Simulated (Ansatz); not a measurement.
Input for Ansatz (a quantum-chemistry and plane-wave program): R-CCSD(T)/aug-cc-pVTZ on GeH4O (SMILES [OH][GeH3]), atoms moved off the minimum. The run froze 15 orbitals, filled d shells among them.

Ansatz 0.2 input:
```yaml
crystal:
  periodic: [false, false, false]
  atoms:
    - {symbol: Ge, position_ang: [-0.28883987, 0.02816280, 0.04969054]}
    - {symbol: O, position_ang: [1.25170176, -0.37856511, -0.45523918]}
    - {symbol: H, position_ang: [-0.44490822, -0.11143790, 1.66799525]}
    - {symbol: H, position_ang: [-1.13954733, -0.89940564, -0.75885187]}
    - {symbol: H, position_ang: [-0.57140848, 1.57788079, -0.37436005]}
    - {symbol: H, position_ang: [2.08529791, 0.16232946, 0.20758683]}
basis:
  gaussian:
    orbitals: aug-cc-pVTZ
magnetization: {spin_polarized: false}
correlation: {method: ccsd_t, electrons: outside_noble_gas}
scf: {lower_state_search: off}
output: {forces: true}
```

Program output:

```
WARN ansatz: RAYON_NUM_THREADS=1 ignored (pool sized by the plan → 1); use --threads N
Functional definition: HF
these checks for a lower state are left out or cut short: starts, cluster_reference, orbital_swaps, neighbouring_geometries, increment
integrals: 0.79 GiB planned
1147 factors; integrals over basis functions are off by at most 1.2e-3 eV
mean field: 0.56 GiB planned
mean field evaluation 1: about -58572.0604 eV, gradient 3.7e1 eV
mean field evaluation 2: about -58572.1055 eV, gradient 3.7e1 eV
mean field evaluation 4: about -58574.8825 eV, gradient 2.5e0 eV
mean field evaluation 8: about -58574.9178 eV, gradient 1.8e-1 eV
mean field -58574.91804875 eV, -2152.5885347862 hartree, gradient 1.5e-6 eV, S^2 0.000000; 0 other end points of the search recorded, 0 dependent functions left out
15 core orbitals not correlated
reference -58574.91804875 eV, -2152.5885347862 hartree; 7, 7 occupied and 175, 175 virtual orbitals, 1147 factors
too little memory for Intel AMX tiles; the run may be slower
densities: 1.91 GiB planned
second order -10.67791308 eV of doubles, -0.00000000 eV of singles
coupled cluster: 1.94 GiB planned
cycle   1  -10.84270210 eV  change   -1.6e-1 eV  update   8.2e-2
cycle   2  -11.17401704 eV  change   -3.3e-1 eV  update   2.7e-2
cycle   3  -11.26213307 eV  change   -8.8e-2 eV  update   1.3e-2
cycle   4  -11.25321904 eV  change    8.9e-3 eV  update   2.8e-3
cycle   5  -11.25352337 eV  change   -3.0e-4 eV  update   1.2e-3
cycle   6  -11.25398579 eV  change   -4.6e-4 eV  update   3.4e-4
cycle   7  -11.25384543 eV  change    1.4e-4 eV  update   1.5e-4
cycle   8  -11.25380244 eV  change    4.3e-5 eV  update   5.8e-5
cycle   9  -11.25381999 eV  change   -1.8e-5 eV  update   2.5e-5
cycle  10  -11.25382030 eV  change   -3.1e-7 eV  update   9.2e-6
cycle  11  -11.25381756 eV  change    2.7e-6 eV  update   3.4e-6
perturbative correction -0.40123354 eV, -0.0147450605 hartree
the calculation of the forces begins
mean field evaluation 16: about -58574.8546 eV, gradient 6.8e-1 eV
Total energy: -58586.57309984 eV, -2153.0168500137 hartree
Atom 0 at    -0.288840     0.028163     0.049691 Å, force    -3.421206     2.575307     2.164368 eV/Å
Atom 1 at     1.251702    -0.378565    -0.455239 Å, force     8.030834     1.493869     2.074337 eV/Å
Atom 2 at    -0.444908    -0.111438     1.667995 Å, force    -0.002102     0.046667    -1.147738 eV/Å
Atom 3 at    -1.139547    -0.899406    -0.758852 Å, force    -0.682302    -0.524738    -0.275170 eV/Å
Atom 4 at    -0.571408     1.577881    -0.374360 Å, force     0.030949    -1.004734     0.402097 eV/Å
Atom 5 at     2.085298     0.162329     0.207587 Å, force    -3.956172    -2.586373    -3.217894 eV/Å
Dipole moment:     0.070125     0.127600     0.221538 e Å
Checks for a lower state left out: starts, cluster_reference, orbital_swaps, neighbouring_geometries, increment
```

Self-consistency was reached.

Cost: very roughly 4 core-minutes.
